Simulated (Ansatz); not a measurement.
The same path of a periodic cell of 17 atoms, Nb16H (host Nb, host structure bcc, interstitial H) was run twice with different band settings. Lost on the way: Nb1–H17. Made: Nb6–H17.

All numbers below come from DFT PBE, scalar-relativistic, plane waves, PAW in Ansatz. Settings: cutoff 420 eV, k mesh 3x3x3, gaussian smearing 0.05 eV, no spin polarisation.

Relaxed end points:

```xyz
17
Lattice="6.6000 0.0000 0.0000 0.0000 6.6000 0.0000 0.0000 0.0000 6.6000" Properties=species:S:1:pos:R:3
Nb -0.043 -0.035 0.003
Nb 3.337 -0.035 0.003
Nb -0.009 3.301 0.004
Nb -0.002 0.012 3.303
Nb 1.648 1.689 1.694
Nb 3.304 3.302 0.004
Nb 3.297 0.012 3.303
Nb 4.947 1.641 1.654
Nb -0.003 3.318 3.303
Nb 1.647 4.952 1.659
Nb 1.648 1.689 4.914
Nb 3.298 3.318 3.303
Nb 4.947 4.936 1.653
Nb 4.947 1.641 4.953
Nb 1.647 4.951 4.948
Nb 4.947 4.936 4.953
H 1.647 0.828 0.005
```

```xyz
17
Lattice="6.6000 0.0000 0.0000 0.0000 6.6000 0.0000 0.0000 0.0000 6.6000" Properties=species:S:1:pos:R:3
Nb 0.001 -0.008 0.003
Nb 3.338 -0.043 0.003
Nb 0.001 3.303 0.003
Nb -0.016 -0.003 3.303
Nb 1.613 1.648 1.693
Nb 3.338 3.337 0.002
Nb 3.289 -0.003 3.303
Nb 4.950 1.647 1.659
Nb -0.016 3.298 3.303
Nb 1.662 4.947 1.653
Nb 1.613 1.648 4.913
Nb 3.289 3.297 3.303
Nb 4.967 4.947 1.653
Nb 4.950 1.647 4.947
Nb 1.662 4.947 4.953
Nb 4.967 4.947 4.952
H 2.476 1.647 0.003
```

Common settings: climbing image yes; force threshold 0.05 eV/Å; end points relaxed.

| run | movable images | spring | optimiser | start path | iteration limit |
| --- | --- | --- | --- | --- | --- |
| 1 | 5 | 5.0 eV/Å² | quadratic models (default) | IDPP | 30 |
| 2 | 3 | 0.05 eV/Å² | fire | default | 50 |

(1) What does each run give, and how far can it be trusted?

Answers

(1) Run 1: converged after 5 iterations, highest image 0.194 eV above the first end. By the program's own check the climbing image is of a kind that is not told: the force calls were inconclusive, a negative curvature could not be distinguished from the path's own, the only one lies far off the path, or fixed occupations may fill a level only in part (lowest curvatures found: -2.66 and 4.22 eV/Å²).
Run 2: converged after 12 iterations, highest image 0.194 eV above the first end. The order of the stationary point at the top wasn't checked.
Limits of this set-up: coarse k mesh, odd electron count without spin.
